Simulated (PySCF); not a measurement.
In(OH)2(SiH3) (H5InO2Si), SMILES [OH][In]([OH])[SiH3].

Coordinates come from a PBE0-D3(BJ)/def2-SVP optimisation. The structure was generated by enumeration; whether it is a known compound was not checked. The def2 effective core potentials stand for the cores of In; spin–orbit coupling is left out. One conformer was computed; it need not be the lowest.

All values below come from PBE/def2-TZVP (PySCF).

- total energy = -632.88503 hartree
- highest occupied level = -6.52 eV
- lowest empty level = -2.05 eV
- orbital gap = 4.47 eV
- dipole moment = 0.05 D
- quadrupole, principal values (traceless, Buckingham form, about the centre of nuclear charge) = -14.46, 2.84, 11.61 D·Å
- mean static polarisability = 77.6 bohr³ (11.49 Å³)
- polarisability, principal values = 57.8, 74.2, 100.6 bohr³
